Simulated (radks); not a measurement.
Numerical settings for the oxygen ion O2+, [He] 2s2 2p2. Calculated with a radial shooting solver on a logarithmic mesh with Libxc functionals: non-relativistic Kohn-Sham, PBE, spin-polarised, spherical densities, point nucleus; open shells are filled with parallel spins first. The defaults (mesh step 0.008 in ln r, mesh end at 40 bohr or more with all orbitals vanishing there, Anderson mixing 0.5 over 9 steps, residual threshold near 1e-9 with the energy settled to 1e-9 hartree or 1e-11 of itself, here a cap of 58 iterations) give E = -73.1936 hartree and 2p at -45.089 eV in 13 iterations. Run on one thread of a shared host, so times are rough (Arm Neoverse N1): 0.09 s of CPU time, 0.09 s wall, 13 iterations on 2476 mesh points. Changes against that run (0 stands for a change within the tolerance of the run):

\begin{tabular}{lrrrrr}
setting & iterations & converged & E (mhartree) & e(2p) (meV) & CPU (s) \\ \hline
mesh step in ln r 0.12 & 4 & no & diverged & - & 0.01 \\
mesh step in ln r 0.2 & 58 & no & -4.57e+05 & - & 0.12 \\
mesh step in ln r 0.03 & 13 & yes & 0 & 0 & 0.04 \\
mesh end (bohr) 20 & 13 & yes & 0 & 0 & 0.09 \\
mesh end (bohr) 1 & 13 & level above zero & +1.58e+04 & +1.25e+05 & 0.07 \\
residual threshold 1e-05 & 9 & yes & 0 & +0.0108 & 0.07 \\
residual threshold 0.01 & 8 & yes & 0 & -0.275 & 0.06 \\
mixing 2.5 & 15 & yes & 0 & 0 & 0.1 \\
linear mixing, mixing 0.8 & 15 & yes & 0 & 0 & 0.09 \\
linear mixing, mixing 0.5 & 30 & yes & 0 & 0 & 0.17 \\
mixing history 20 & 18 & yes & 0 & 0 & 0.12 \\
iteration cap 2 & 2 & no & +73.1 & -1.71e+04 & 0.02 \\
\end{tabular}

Settled on a wrong energy, with an occupied level pushed above zero by the early mesh end: mesh end (bohr) 1 (+15.8 hartree). Apart from these: no run marked as converged misses the energy by more than 1 mhartree. A mesh that ends early acts as a hard wall.
